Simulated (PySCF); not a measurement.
Lu(BH4)3 at several levels of theory

Computed with PySCF 2.14.0 (density fitting, no spin-orbit coupling) at the geometry relaxed with BP86:

```xyz
16
Lu(BH4)3 (singlet in the valence; each metal's 4f electrons, 14 of them, lie in its core potential, out of spins and levels)
Lu    0.0000    0.0000    0.0000
B     2.3947    0.0186    0.0000
H     3.6048   -0.0264    0.0000
H     1.8827   -0.5647    1.0057
H     1.8827   -0.5647   -1.0057
H     1.9271    1.1828    0.0000
B    -1.2135    2.0646    0.0000
H    -1.7796    3.1351    0.0000
H    -0.4523    1.9128    1.0057
H    -0.4523    1.9128   -1.0057
H    -1.9879    1.0775    0.0000
B    -1.1812   -2.0832    0.0000
H    -1.8253   -3.1087    0.0000
H    -1.4304   -1.3482    1.0057
H    -1.4304   -1.3482   -1.0057
H     0.0608   -2.2603    0.0000
```

| level | basis | state | HOMO (eV) | gap (eV) | charge on Lu1 (e) | population of f-type functions on Lu1 (polarisation alone where 4f lies in the core) | dipole about the centre of mass (D) | largest force component (eV/Å) |
| --- | --- | --- | --- | --- | --- | --- | --- | --- |
| BP86 | Lu lcecp-1-SVP with ECP60, B def2-SVP, H def2-SVP | singlet | -8.27 | 4.77 | 0.30 | 0.04 | 0.00 | 0.01 |
| CAM-B3LYP | the same | singlet | -10.86 | 9.13 | 0.46 | 0.05 | 0.00 | 0.25 |
| PBE0 | the same | singlet | -9.49 | 6.89 | 0.61 | 0.05 | 0.00 | 0.19 |
| r2SCAN | the same | singlet | -8.52 | 5.37 | 0.63 | 0.05 | 0.00 | 0.21 |
| PBE | the same | singlet | -8.17 | 4.75 | 0.25 | 0.04 | 0.00 | 0.07 |

In the lcecp rows the 4f levels are missing from HOMO and gap, and the state counts the valence alone.

Charges are Mulliken's, which hang on the basis. The relaxation used the grid (50, 194), these runs (75, 302) or, all-electron (x2c bases, spin-free X2C Hamiltonian), (99, 590).

Problem. What does BP86 with Lu lcecp-1-TZVP with ECP60, B def2-TZVP, H def2-TZVP give here?

Solution. state singlet, HOMO (eV) -8.31, gap (eV) 4.82, charge on Lu1 (e) 0.96, population of f-type functions on Lu1 (polarisation alone where 4f lies in the core) 0.05, dipole about the centre of mass (D) 0.00, largest force component (eV/Å) 0.33. Time: 13 s on 4 threads of Arm Neoverse V2, with other jobs on the host, from free ions and atoms.

In the first row's basis the gap widens with exact exchange: 4.7 to 5.4 eV for PBE, BP86, r2SCAN (none); 6.9 eV for PBE0 (a fixed share); 9.1 eV for CAM-B3LYP (rising or full at long range).

An lcecp potential fixes the number of 4f electrons, so in runs with it no electron can move into or out of that shell.
